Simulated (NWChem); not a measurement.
Molecule: ZrNH$_{3}$OCl$_{2}$; SMILES [NH2][Zr]([OH])([Cl])[Cl]

```xyz
8

Zr    -0.2681     0.0001     0.0252
Cl     1.1139    -1.9269     0.0246
Cl     1.1106     1.9297     0.0274
O     -1.5128    -0.0022     1.4536
H     -1.9786    -0.0454     2.2896
N     -1.3747     0.0011    -1.6456
H     -2.3913     0.0000    -1.6991
H     -0.9976     0.0045    -2.5926
```
Atoms are numbered in this order, from 1.

Computed with NWChem. The geometry was optimised at PBE0/def2-SVP. No frequency run checked for a minimum. def2 effective core potentials on Zr; no spin-orbit coupling. Total energies compare along this basis series because the functional is fixed.

```tsv
level	basis functions	energy (Ha)	highest occupied level (eV)	orbital gap (eV)	dipole (D)	relative time
PBE0/def2-SVP	110	-1098.6627	-7.84	6.67	3.78	1
PBE0/def2-SVPD	155	-1098.6876	-8.08	6.58	3.66	2
PBE0/def2-TZVP	194	-1099.1412	-7.98	6.61	3.63	2
PBE0/def2-TZVPD	236	-1099.1436	-8.02	6.57	3.54	7
PBE0/def2-TZVPP	244	-1099.1482	-7.97	6.63	3.58	6
```

The last column is a rough cost ratio, cheapest run = 1.
